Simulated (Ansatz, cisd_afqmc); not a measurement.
System: Br, charge 0, doublet.

Total energies in aug-cc-pVDZ, 7 correlated electrons, 14 frozen orbitals. Radicals and triplets start from unrestricted determinants; spin-orbit coupling is neglected. Correlated methods leave the cores frozen (noble-gas shells, and filled d and f shells in the p block). No relativity. AFQMC/CISD: phaseless, guided by CISD from CCSD amplitudes; bars are statistical, one sigma. Outlying blocks are dropped, and bars are widened where a walk drifts. Over all cases where full CI ran beside it in this data, AFQMC minus full CI had a median of +0.1 mEh and passed +0.4 mEh in a tenth of the cases. Spin-orbit terms, left out, reach several kcal/mol for Br and I, and more for heavier atoms.

```json
[
 {"method": "HF", "program": "Ansatz", "energy (Eh)": "-2572.37078", "minus CCSDTQ (mEh)": "115.45"},
 {"method": "MP2", "program": "Ansatz", "energy (Eh)": "-2572.46894", "minus CCSDTQ (mEh)": "17.29"},
 {"method": "CCSD", "program": "Ansatz", "energy (Eh)": "-2572.48403", "minus CCSDTQ (mEh)": "2.20"},
 {"method": "CCSD(T)", "program": "Ansatz", "energy (Eh)": "-2572.48579", "minus CCSDTQ (mEh)": "0.44"},
 {"method": "CCSDT(Q)", "program": "Ansatz", "energy (Eh)": "-2572.48622", "minus CCSDTQ (mEh)": "0.01"},
 {"method": "CCSDTQ", "program": "Ansatz", "energy (Eh)": "-2572.48623", "minus CCSDTQ (mEh)": "0.00"},
 {"method": "AFQMC/CISD", "program": "cisd_afqmc", "energy (Eh)": "-2572.4861 ± 0.0001", "minus CCSDTQ (mEh)": "0.1 ± 0.1"}
]
```

Ansatz is a quantum-chemistry and plane-wave program.
